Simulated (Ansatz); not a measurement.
Z-matrix (Å, degrees):
```
C
Si 1 1.898
Si 1 1.858 2 106.0
B 1 1.536 2 101.4 3 119.8
H 1 1.093 2 108.0 3 -119.2
H 2 1.487 1 109.9 3 -25.1
H 2 1.488 1 111.0 3 -144.9
H 2 1.484 1 108.9 3 95.3
Cl 3 2.061 1 110.0 2 -175.6
H 3 1.484 1 111.5 2 -57.4
H 3 1.480 1 110.1 2 65.5
H 4 1.200 1 119.5 2 -67.7
H 4 1.196 1 121.6 2 109.1
```

The species carries charge 0 and has multiplicity 1.

Task: List the r2SCAN/def2-TZVPP orbital energies in eV (Ansatz). (Best estimate.)

Result: Computed: Occupied: -2753.31, -1792.14, -1791.59, -273.08, -254.71, -193.24, -193.11, -193.11, -180.71, -142.48, -142.04, -97.40, -97.32, -97.31, -96.91, -96.89, -96.89, -21.51, -19.00, -13.92, -13.69, -12.81, -10.93, -10.10, -9.68, -9.54, -9.14, -8.91, -8.54, -8.16, -7.90, -7.70. Lowest empty: -2.15, -0.45, -0.09, 0.43, 0.77, 0.89, 1.34, 1.43.
